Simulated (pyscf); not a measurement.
**Hydrogen shift: `[SiH2]=[PH]` → `[SiH][PH2]` [singlet]**

Gas phase, singlet surface, charge 0. Bonds broken: Si2–H4. Bonds formed: P1–H4. PySCF, gas phase, ωB97X-D3(BJ)/def2-SVP geometries. MP2 and CC: frozen core, UHF for open shells. ΔMP2 is the change of the MP2 total energy from the triple- to the quadruple-zeta basis.

Transition state (Å):

```xyz
5

P      0.1805     1.5099    -0.0751
Si     0.9864    -0.3366    -0.8023
H      0.2301     1.0950     1.2892
H     -0.3655    -0.5251    -0.0482
H      0.6571    -0.1290    -2.2593
```

One imaginary mode, 1032i cm⁻¹; descent along it reached the two sides named.

```tsv
bond	change	reactant side (Å)	saddle	product side
Si2–H4	breaks	1.487	1.559	3.0
P1–H4	forms	3.2	2.107	1.416
```

Electronic energies relative to the reactant's lowest minimum found (kcal/mol):

```
level                             barrier  reaction energy  reverse barrier
--------------------------------  -------  ---------------  ---------------
ωB97X-D3(BJ)/def2-TZVP               39.4            +12.9             26.4
PBE/def2-TZVP                        32.2            +13.1             19.2
r²SCAN/def2-TZVP                     35.7            +15.1             20.6
B3LYP-D3(BJ)/def2-TZVP               35.7            +12.6             23.2
PBE0-D3(BJ)/def2-TZVP                35.8            +13.1             22.7
M06-2X/def2-TZVP                     37.1            +12.0             25.1
ωB97M-D3(BJ)/def2-TZVP               36.7            +11.4             25.2
HF/def2-TZVP                         46.3            +10.5             35.8
MP2/def2-QZVPP                       40.3            +16.4             23.9
CCSD/def2-TZVPP                      38.4            +12.5             26.0
CCSD(T)/def2-TZVPP                   36.6            +13.7             22.9
CCSD(T)/def2-TZVPP + ΔMP2(QZVPP)     36.6            +14.0             22.6
```

With CCSD(T)/def2-TZVPP + ΔMP2(QZVPP) energies and thermal terms (ideal gas, 1 atm, RRHO with modes under 100 cm⁻¹ raised to 100, one conformer, R ln 2 for rigid chiral ones), in kcal/mol:

| T (K) | ΔH‡ | ΔG‡ | ΔH | ΔG |
|---|---|---|---|---|
| 298 | 35.2 | 34.9 | +13.9 | +13.0 |
| 600 | 34.7 | 34.9 | +14.1 | +12.1 |
| 900 | 34.2 | 35.0 | +14.1 | +11.1 |
| 1200 | 33.7 | 35.4 | +14.1 | +10.1 |

One saddle was located; it need not be the lowest between these sides. One closed-shell reference is unstable to symmetry breaking; treat the single-reference values with care. The CCSD(T) − MP2 part came from Ansatz, without density fitting, on the same reference. The largest closed-shell T1 diagnostic is 0.038, which may signal static correlation.
